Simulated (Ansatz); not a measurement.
Cost and result up the ladder for the cluster Si₄H₆ (10 atoms). The state is a singlet with charge 0. Geometry: PBE-D4/def2-SVP.

Cartesian coordinates in Å:
```
Si -1.223 -0.214 1.330
Si 0.871 -0.770 0.536
Si 0.587 -0.278 -1.700
Si -0.268 1.240 -0.186
H 2.133 -1.067 1.296
H -2.465 -1.018 1.057
H -0.008 2.714 -0.062
H -0.257 -1.098 -2.639
H -1.213 0.299 2.743
H 1.845 0.191 -2.376
```

Ansatz on 4 threads of Arm Neoverse V2 on a shared host. Times are rough, and most runs start from the orbitals of an earlier one. PBE0-D4/def2-TZVP serves as the yardstick here, not as an exact answer. Binding counts from free atoms at the same level (Si triplet, H doublet; other spins of the atoms weren't run), without zero-point energy or a counterpoise term.

Correlated methods freeze 20 core orbitals. Another isomer (singlet) lies 0.07 eV lower at PBE0-D4/def2-TZVP; other spin states weren't run for this one.

Correlated methods converge slowly with the basis.

```tsv
level	functions	wall time	binding energy per atom (eV)	difference from PBE0-D4/def2-TZVP (eV)
LDA (SPW92)/def2-TZVP	184	0.85 s	3.30	0.36
PBE-D4/def2-TZVP (with forces)	184	1.7 s	2.95	0.01
PBE0-D4/def2-TZVP	184	2.5 s	2.94	0.00
r2SCAN-D4/def2-TZVP	184	3.1 s	2.98	0.04
CCSD(T)/def2-TZVPP	252	3.4 min	2.86	-0.08
```
